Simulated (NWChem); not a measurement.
Program: NWChem. System: H3NOSi, charge 0, spin multiplicity 1, at a geometry optimised with PBE0/def2-SVP. The structure started from a generated list of species. Level: CCSD(T)/def2-SVPD, 7 core orbitals frozen.

Input file:

```
start mol
memory heap 100 mb stack 700 mb global 1900 mb
geometry units angstroms nocenter noautoz
  Si    -0.080730    -0.650034     0.000000
  O     -1.322306     0.473795     0.000000
  H     -1.134594     1.419401     0.000000
  N      1.318844     0.364594     0.000000
  H      1.362338     1.381126     0.000000
  H      2.249021    -0.042570     0.000000
  symmetry group Cs
end
basis spherical
  * library def2-svpd
end
scf
  rhf
  nopen 0
  maxiter 100
  thresh 1e-7
  semidirect memsize 60000000 filesize 0
end
tce
  freeze core 7
  ccsd(t)
  2eorb
  2emet 13
  thresh 1e-6
  maxiter 100
  tilesize 24
end
task tce energy
```

Output (cleaned and shortened):

```
             Northwest Computational Chemistry Package (NWChem) 7.3.0
             --------------------------------------------------------

                                NWChem Input Module
                                -------------------

 Scaling coordinates for geometry "geometry" by  1.889725989
 (inverse scale =  0.529177249)

 Turning off AUTOSYM since
 SYMMETRY directive was detected!

                             Geometry "geometry" -> ""
                             -------------------------

 Output coordinates in angstroms (scale by  1.889725989 to convert to a.u.)

  No.       Tag          Charge          X              Y              Z
 ---- ---------------- ---------- -------------- -------------- --------------
    1 Si                  14.0000    -0.08073000    -0.65003400     0.00000000
    2 O                    8.0000    -1.32230600     0.47379500     0.00000000
    3 H                    1.0000    -1.13459400     1.41940100     0.00000000
    4 N                    7.0000     1.31884400     0.36459400     0.00000000
    5 H                    1.0000     1.36233800     1.38112600     0.00000000
    6 H                    1.0000     2.24902100    -0.04257000     0.00000000

 Effective nuclear repulsion energy (a.u.)     102.2467760960

            Nuclear Dipole moment (a.u.)
            ----------------------------
        X                 Y               Z
 ---------------- ---------------- ----------------
     0.0000094486    -0.0000018897     0.0000000000

      Symmetry information
      --------------------

 Group name             Cs
 Group number              2
 Group order               2
 No. of unique centers     6

      Symmetry unique atoms

     1    2    3    4    5    6


 Summary of "ao basis" -> "" (spherical)
 ------------------------------------------------------------------------------
       Tag                 Description            Shells   Functions and Types
 ---------------- ------------------------------  ------  ---------------------
 *                         def2-svpd                  on all atoms

 Summary of "ao basis" -> "ao basis" (spherical)
 ------------------------------------------------------------------------------
       Tag                 Description            Shells   Functions and Types
 ---------------- ------------------------------  ------  ---------------------
 Si                        def2-svpd                10       24   5s3p2d
 O                         def2-svpd                 9       23   4s3p2d
 H                         def2-svpd                 4        8   2s2p
 N                         def2-svpd                 8       20   4s2p2d

                                 NWChem SCF Module
                                 -----------------

  ao basis        = "ao basis"
  functions       =    91
  atoms           =     6
  closed shells   =    16
  open shells     =     0
  charge          =   0.00
  wavefunction    = RHF
  use symmetry    = T
  symmetry adapt  = T

 Summary of "ao basis" -> "ao basis" (spherical)
 ------------------------------------------------------------------------------
       Tag                 Description            Shells   Functions and Types
 ---------------- ------------------------------  ------  ---------------------
 Si                        def2-svpd                10       24   5s3p2d
 O                         def2-svpd                 9       23   4s3p2d
 H                         def2-svpd                 4        8   2s2p
[...]
    Atom       Charge   Shell Charges
 -----------   ------   -------------------------------------------------------
    1 Si  14    13.25   2.00  1.99  1.13  0.39  0.16  5.93  0.87  0.50  0.25  0.02
    2 O    8     8.74   1.99  1.05  0.70  0.05  2.85  1.95  0.14  0.01  0.00
    3 H    1     0.80   0.68  0.03  0.07  0.02
    4 N    7     7.18   1.99  0.96  0.47 -0.17  2.40  1.56  0.01 -0.03
    5 H    1     1.03   0.73  0.18  0.05  0.08
    6 H    1     1.00   0.73  0.16  0.05  0.05

       Multipole analysis of the density wrt the origin
       ------------------------------------------------

     L   x y z        total         open         nuclear
     -   - - -        -----         ----         -------
     0   0 0 0     -0.000000      0.000000     32.000000

     1   1 0 0      0.867511      0.000000      0.000009
     1   0 1 0      0.922645      0.000000     -0.000002
     1   0 0 1      0.000000      0.000000      0.000000

     2   2 0 0    -18.921233      0.000000    123.044586
     2   1 1 0     -0.333361      0.000000     -2.628519
     2   1 0 1      0.000000      0.000000      0.000000
     2   0 2 0    -17.845488      0.000000     44.873974
     2   0 1 1     -0.000000      0.000000      0.000000
     2   0 0 2    -19.335100      0.000000      0.000000

                   NWChem Extensible Many-Electron Theory Module
                   ---------------------------------------------


            General Information
            -------------------
      Number of processors :     1
         Wavefunction type : Restricted Hartree-Fock
          No. of electrons :    32
           Alpha electrons :    16
            Beta electrons :    16
           No. of orbitals :   182
            Alpha orbitals :    91
             Beta orbitals :    91
        Alpha frozen cores :     7
         Beta frozen cores :     7
     Alpha frozen virtuals :     0
      Beta frozen virtuals :     0
         Spin multiplicity : singlet
    Number of AO functions :    91
       Number of AO shells :    39
        Use of symmetry is : on
      Symmetry adaption is : on
         Schwarz screening : 0.10D-09

          Correlation Information
          -----------------------
          Calculation type : Coupled-cluster singles & doubles w/ perturbation
   Perturbative correction : (T)
            Max iterations :      100
        Residual threshold : 0.10D-05
     T(0) DIIS level shift : 0.00D+00
     L(0) DIIS level shift : 0.00D+00
     T(1) DIIS level shift : 0.00D+00
     L(1) DIIS level shift : 0.00D+00
     T(R) DIIS level shift : 0.00D+00
     T(I) DIIS level shift : 0.00D+00
   CC-T/L Amplitude update :  5-th order DIIS
                I/O scheme : Global Array Library
        L-threshold :  0.10D-05
        EOM-threshold :  0.10D-05
 no EOMCCSD initial starts read in
 TCE RESTART OPTIONS
 SLICE:      F
 D4D5:       F
 quantumc:   F
 qrotation:  F
 pwtce:      F
 qducc:      F
 nacto:                         0
 nrotv:                         0
 nrot:                          0

            Memory Information
            ------------------
          Available GA space size is     249028519 doubles
          Available MA space size is     104854116 doubles

 Maximum block size supplied by input
 Maximum block size        24 doubles

 tile_dim =     23

 -------------------------------------------------
   1    alpha     a'     7 doubles       0       1
   2    alpha     a"     2 doubles       7       2
   3    beta      a'     7 doubles       9       1
   4    beta      a"     2 doubles      16       2
   5    alpha     a'    17 doubles      18       5
   6    alpha     a'    17 doubles      35       6
   7    alpha     a'    18 doubles      52       7
   8    alpha     a"    23 doubles      70       8
   9    beta      a'    17 doubles      93       5
  10    beta      a'    17 doubles     110       6
  11    beta      a'    18 doubles     127       7
  12    beta      a"    23 doubles     145       8

 Global array virtual files algorithm will be used

 Parallel file system coherency ......... OK

 4-electron integrals stored in orbital form

 v2    file size   =          5682958
 4-index algorithm nr.  13 is used
 imaxsize =       30
 imaxsize ichop =        0


CCSD iterations
 ---------------------------------------------------------
 Iter          Residuum       Correlation     Cpu    Wall
 ---------------------------------------------------------
    1   0.1614290148318  -0.4693287371984     0.5     0.5
    2   0.0465419338754  -0.4810357570977     0.5     0.5
    3   0.0172794919805  -0.4902867049924     0.5     0.5
    4   0.0076958676578  -0.4920407073592     0.5     0.5
    5   0.0034408721863  -0.4930468491044     0.5     0.5
    6   0.0009295570803  -0.4935655016877     0.5     0.5
    7   0.0004244979876  -0.4936370253101     0.5     0.5
    8   0.0002192490202  -0.4936432516261     0.5     0.5
    9   0.0001244027972  -0.4936458706854     0.5     0.5
   10   0.0000706034451  -0.4936506393129     0.5     0.5
   11   0.0000186693717  -0.4936533478140     0.5     0.5
   12   0.0000100003430  -0.4936551194846     0.5     0.5
   13   0.0000056230741  -0.4936551742633     0.5     0.5
   14   0.0000035908466  -0.4936552840459     0.5     0.5
   15   0.0000021646799  -0.4936552702546     0.5     0.5
   16   0.0000005915774  -0.4936552622889     0.5     0.5
 -----------------------------------------------------------------
 Iterations converged
 CCSD correlation energy / hartree =        -0.493655262288862
 CCSD total energy / hartree       =      -420.349074215395433

 Singles contributions

 Doubles contributions
    17a"  (alpha)    17a"  (beta ) ---    16a'  (alpha)    16a'  (beta )       -0.1013211727
 CCSD(T)
 Using plain CCSD(T) code
             total no. of tasks          160
 total no. of tasks / no. procs          160
                         wl_min        53176           6.1
                         wl_max      3266046          12.2
        thresh for no. of tasks          160

 CCSD[T]  correction energy / hartree =        -0.016904803499316
 CCSD[T] correlation energy / hartree =        -0.510560065788177
 CCSD[T] total energy / hartree       =      -420.365979018894734
 CCSD(T)  correction energy / hartree =        -0.015871620984707
 CCSD(T) correlation energy / hartree =        -0.509526883273569
 CCSD(T) total energy / hartree       =      -420.364945836380116

 Task  times  cpu:       30.4s     wall:       30.4s

 Total times  cpu:       30.4s     wall:       30.4s
```
